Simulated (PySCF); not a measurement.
Worked example: oscillator strength and radiative lifetime

Al(F)(Me)(vinyl) (C3H6AlF), SMILES C=[CH][Al]([CH3])[F].

Geometry: B3LYP-D3(BJ)/def2-SVP. The structure was generated by enumeration; whether it is a known compound was not checked. Other conformers were not sampled.

TDA-ωB97X/def2-SVPD run with PySCF puts the first singlet state with f over 0.02 at 7.01 eV (vertical), with the transition dipole (0.429, 1.346, 0.561) in atomic units.

### Question
Find the oscillator strength, the wavelength and the radiative lifetime that this transition would have in vacuum if emission retraced absorption.

### Answer

|μ|² = 2.3105 au, so |μ| = 3.86 D. ΔE = 7.01/27.211 = 0.2576 hartree. f = (2/3) ΔE |μ|² = 0.397 (the program prints 0.397).
λ = 1239.84/7.01 = 177 nm; ν = 56539 cm⁻¹.
Einstein's coefficient A = 0.6670 ν² f s⁻¹ (ν in cm⁻¹) = 8.5e8 s⁻¹, so τ = 1/A = 1.2 ns. This state is S2; the lower singlet has f = 0.001. The figure is the radiative limit of this one transition; relaxation, internal conversion, crossing to triplets and a medium change what is measured.
